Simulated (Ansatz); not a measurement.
Molecule: WCl, charge 0, multiplicity 6. The spin state was set by rule; other spins were not relaxed. 
Structure (B3LYP-D3(BJ)/def2-TZVP (Ansatz, a program for electronic structure) minimum search):
SMILES: [W][Cl]
```xyz
2

W      0.0000     0.0000    -0.4289
Cl     0.0000     0.0000     1.8669
```
Charge 0, spin multiplicity 6.

Quantity: atomisation energy (electronic, to ground-state atoms), in kJ/mol. Valence correlation only, unless marked. UHF or UKS for open shells. Spin-orbit coupling is left out. Frozen are the shells of the preceding noble gas and the d and f shells that filled before the atom's block. In def2 rows, elements after Kr have scalar-relativistic effective core potentials. The coupled-cluster limit lacks core correlation, which all-electron functionals hold. CBS(X,Y): correlation extrapolated as X^-3; Hartree-Fock from the larger set.

```csv
level,program,atomisation energy (kJ/mol)
PBE0-D4/def2-TZVP,Ansatz + dftd4,459.9
```

Estimate the value at CCSD(T)/CBS(def2-TZVPPD,def2-QZVPPD) as computed with Ansatz.

430.4 kJ/mol, so PBE0-D4/def2-TZVP differs from it by 29.5 kJ/mol.
